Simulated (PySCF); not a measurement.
# Fe¹⁵⁺ (iron, charge +15) across methods

[Ne] 3s1, 2S determinant. All numbers are calculated (PySCF 2.14, the non-relativistic Hamiltonian (point nucleus), in an uncontracted even-tempered set (17 s from 1.1 bohr⁻², ratio 2.5; 11 p from 1.4 bohr⁻², ratio 2.5; 5 d from 5.7 bohr⁻², ratio 2.7; 4 f from 8.5 bohr⁻², ratio 2.7)).

| method | E (hartree) | mean ε 2p α (eV) | mean ε 2p β (eV) | mean ε 3s α (eV) | Σ⟨r²⟩ (bohr²) | ⟨S²⟩ |
| --- | --- | --- | --- | --- | --- | --- |
| UHF | -1157.48917 | -1219.7 | -1218.2 | -484.98 | 1.096 | 0.750 |
| r2SCAN | -1157.902 | -1176.4 | -1175.4 | -473.01 | 1.095 | 0.750 |
| LDA | -1155.313 | -1170.1 | -1169.0 | -472.45 | 1.095 | 0.750 |
| PBE | -1157.615 | -1170.9 | -1169.8 | -472.60 | 1.094 | 0.750 |
| M06 | -1157.894 | -1185.1 | -1184.1 | -476.11 | 1.091 | 0.750 |
| B97-3 | -1157.794 | -1184.5 | -1183.4 | -476.04 | 1.093 | 0.750 |

(1) Estimate the same row for PBE0.

## Answers

(1) E (hartree) = -1157.693; mean ε 2p α (eV) = -1183.5; mean ε 2p β (eV) = -1182.3; mean ε 3s α (eV) = -475.85; Σ⟨r²⟩ (bohr²) = 1.095; ⟨S²⟩ = 0.750.
